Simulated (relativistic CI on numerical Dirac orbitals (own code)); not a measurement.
## Radial parameters of Pm43+

Calculated at this level of theory: Dirac-Coulomb-Breit CI, separate exchange-only KLI orbitals for each configuration, model QED (radiative potential, 1s self-energy scaled to tabulated hydrogen-like ionisation energies), unscaled Slater integrals (own radial code, finite nucleus).

Slater integrals F^k, G^k are unscaled and averaged over j, outside the closed core [Ne]; ζ comes from projecting the Hamiltonian with its Breit term on Σ l·s of the shell.

- 3s²3p⁵3d: ζ(3p) = 735740, F^2(3p,3d) = 422810, G^1(3p,3d) = 443650, G^3(3p,3d) = 298540, ζ(3d) = 100260 cm⁻¹; <r>(3p) = 0.2345, <r^2>(3p) = 0.06357, <r>(3d) = 0.2078, <r^2>(3d) = 0.04989 (bohr units).
- 3s3p⁶3d: G^2(3s,3d) = 334750, ζ(3d) = 100760 cm⁻¹; <r>(3s) = 0.2406, <r^2>(3s) = 0.06602, <r>(3d) = 0.2079, <r^2>(3d) = 0.04997 (bohr units).
- 3s²3p⁵4s: ζ(3p) = 744360, G^1(3p,4s) = 55642 cm⁻¹; <r>(3p) = 0.2333, <r^2>(3p) = 0.06291, <r>(4s) = 0.4549, <r^2>(4s) = 0.2329 (bohr units).

Averages of the first 10 configurations, taken without configuration mixing, which lowers the lowest level and can move excited configurations by several eV; other configurations of the list can lie among them:

```json
{"Configuration": "3s²3p⁶", "Parity": "even", "States": "1", "Average energy above the lowest level (eV)": "0.4"}
{"Configuration": "3s²3p⁵3d", "Parity": "odd", "States": "60", "Average energy above the lowest level (eV)": "263.8"}
{"Configuration": "3s3p⁶3d", "Parity": "even", "States": "20", "Average energy above the lowest level (eV)": "517.8"}
{"Configuration": "3s²3p⁵4s", "Parity": "odd", "States": "12", "Average energy above the lowest level (eV)": "1587.3"}
{"Configuration": "3s²3p⁵4p", "Parity": "even", "States": "36", "Average energy above the lowest level (eV)": "1682.7"}
{"Configuration": "3s²3p⁵4d", "Parity": "odd", "States": "60", "Average energy above the lowest level (eV)": "1791.7"}
{"Configuration": "3p⁶3d4p", "Parity": "odd", "States": "60", "Average energy above the lowest level (eV)": "2454.1"}
{"Configuration": "3s3p⁶4s", "Parity": "even", "States": "4", "Average energy above the lowest level (eV)": "1842.7"}
{"Configuration": "3p⁶3d²", "Parity": "even", "States": "45", "Average energy above the lowest level (eV)": "1044.7"}
{"Configuration": "3p⁵3d³", "Parity": "odd", "States": "720", "Average energy above the lowest level (eV)": "1306.4"}
```
